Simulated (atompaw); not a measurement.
Plane-wave convergence, PAW (atompaw) potential for Mn

* Element: manganese (Mn)
* Generator: atompaw 4.2.0.5
* Type: PAW
* Functional: PBEsol
* Relativity: scalar-relativistic
* Frozen core: [Ar]
* Valence charge: 7
* Reference configuration: 3d5 4s2 4p0
* Partial waves: 4s (bound): rc 2.35 bohr; 4s channel at 0.4 Ry: rc 2.35 bohr; 4p (bound, empty): rc 2.55 bohr; 4p channel at 1.95 Ry: rc 2.55 bohr; 3d (bound): rc 1.45 bohr; 3d channel at 0.25 Ry: rc 1.45 bohr
* Local potential: ultrasoft scheme with l = 3 at 0.5 Ry, radius 1.90 bohr
* Core correction: smooth core density matched at 1.55 bohr
* Augmentation charge: sinc compensation charge, radius 2.15 bohr; PAW radius 2.55 bohr; waves and projectors: custom rrkj gramschmidtortho

The pseudo-atom Hamiltonian at the reference potential is diagonalised in spherical Bessel functions j_l(qr) that vanish at 20 bohr, with q² up to the cutoff. All-electron valence levels (Ry): 4s -0.3767, 4p -0.0990, 3d -0.4994.

**Question.** How do the lowest levels (Ry) of each channel move with the cutoff, and are there ghosts?

**Answer.**

```tsv
cutoff (Ry)	s #1	p #1	d #1	f #1	f #2	Σ f·Δε (mRy)
8	-0.3766	-0.0990	0.0552	0.1103	0.2345	2773.1
12	-0.3766	-0.0990	0.0517	0.1103	0.2345	2755.3
21	-0.3767	-0.0990	-0.1940	0.1103	0.2345	1526.9
30	-0.3767	-0.0990	-0.4053	0.1103	0.2345	470.6
45	-0.3767	-0.0990	-0.4964	0.1103	0.2345	14.9
55	-0.3767	-0.0990	-0.4986	0.1103	0.2345	3.8
80	-0.3767	-0.0990	-0.4992	0.1103	0.2345	0.8
100	-0.3767	-0.0990	-0.4993	0.1103	0.2345	0.4
400	-0.3767	-0.0990	-0.4994	0.1103	0.2345	0.0
```

Result: no extra level below or beside the all-electron valence levels (s, p, d, f tested); 10 mRy is reached at 50 Ry and 1 mRy at 80 Ry.
